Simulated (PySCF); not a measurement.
Br⁺: excitation energy

Br⁺ [Ar] 3d10 4s2 4p4 (3P) → Br⁺ [Ar] 3d10 4s1 4p4 4d1 (high-spin determinant), as a difference of total energies. Computed with PySCF 2.14 in aug-cc-pVTZ-PP with ECP10MDF (6s5p4d2f, 55 functions), with scalar relativity through the core potential. Correlated levels: valence: 3s2 3p6 3d10 frozen. The calculations carry no spin-orbit coupling.

```tsv
method	excitation energy (eV)
UHF	24.489
LDA	25.635
PBE	25.110
PBE0	25.203
r2SCAN	25.161
M06-L	25.333
PW91	25.172
MN15	24.550
MP2 (valence)	24.857
SCS-MP2 (valence)	25.002
```

**Question.** How much does correlation contribute at MP2 (valence)?

**Answer.** 24.857 − (24.489) = 0.368 eV, measured against UHF.

The upper state lies above the first ionisation limit, where it may autoionise and the basis confines it.

The promoted electron is Rydberg-like, and one or two diffuse shells describe it only roughly, which tends to raise the upper state.

The determinant of the upper state mixes LS terms, which raises its energy above the lowest term, most at the Hartree-Fock and MP2 levels.
